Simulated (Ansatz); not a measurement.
Zn(NH2)2 (ZnN₂H₄). Total charge 0; singlet. Geometry PBE-D4/def2-TZVP, basis def2-TZVP, Ansatz.

```csv
run,HOMO (eV),LUMO (eV)
A,-6.59,-0.71
B,-5.74,-0.79
C,-10.11,1.87
D,-9.19,1.01
E,-6.41,-0.74
F,-6.82,-0.39
```

B3LYP takes the VWN-RPA correlation. HSE06 is defined as in plane-wave codes, on full-range PBE exchange.

Q: The runs used B3LYP, HF, HSE06, PBE0, r2SCAN, ωB97M-V. Estimate which is which.

A: A B3LYP (20 % exact exchange); B r2SCAN (0 % exact exchange); C HF (100 % exact exchange); D ωB97M-V (range-separated); E HSE06 (range-separated); F PBE0 (25 % exact exchange). Exact exchange lowers occupied and raises empty levels; among semilocal functionals meta-GGAs tend to open the gap a little, and such runs are hard to tell apart. The gap grows from 4.95 eV (r2SCAN) to 11.99 eV (HF).
